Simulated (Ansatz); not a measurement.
FH2OSn (`[OH][SnH][F]`) radical, charge 0, multiplicity 2.

Question: Give a relaxed structure at PBE0-D4/def2-TZVP (the Gaussian-basis code of Ansatz). (An estimate is asked.)

Answer: Ansatz gave: 
Cartesian coordinates in Å:
```
O 1.2811 -0.4394 -0.0869
Sn -0.6058 -0.1426 -0.5333
F -0.9741 1.5557 0.3156
H 1.7976 0.3712 -0.0523
H -1.4988 -1.3450 0.3569
```
